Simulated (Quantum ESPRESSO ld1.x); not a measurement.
Task: All-electron atom: Tc7+ in [Kr] (the NIST ground configuration). All-electron calculation, Dirac Kohn-Sham, PBEsol, spin-unpolarised, spherical densities, point nucleus. Program: ld1.x of Quantum ESPRESSO 7.5. Some entries of the table are withheld. Estimate them.

orbital  occ.  eigenvalue (eV)  <r> (bohr)
1s1/2       2         -20952.6     0.03430
2s1/2       2         -3081.90      0.1493
2p1/2       2         -2850.74      0.1271
2p3/2       4         -2732.62      0.1318
3s1/2       2         -623.825      0.4149
3p1/2       2         -535.068      0.4085
3p3/2       4         -515.224      0.4190
3d3/2       4              (1)      0.3955
3d5/2       6              (2)      0.3990
4s1/2       2              (3)       1.012
4p1/2       2         -144.561         (4)
4p3/2       4         -141.077         (5)
4d3/2       0         -97.4812       1.266
4d5/2       0         -96.9608       1.273
5s1/2       0         -72.8841         (6)

Result: 
(1) 3d3/2 eigenvalue (eV): -358.303
(2) 3d5/2 eigenvalue (eV): -354.473
(3) 4s1/2 eigenvalue (eV): -172.096
(4) 4p1/2 <r> (bohr): 1.073
(5) 4p3/2 <r> (bohr): 1.095
(6) 5s1/2 <r> (bohr): 2.085
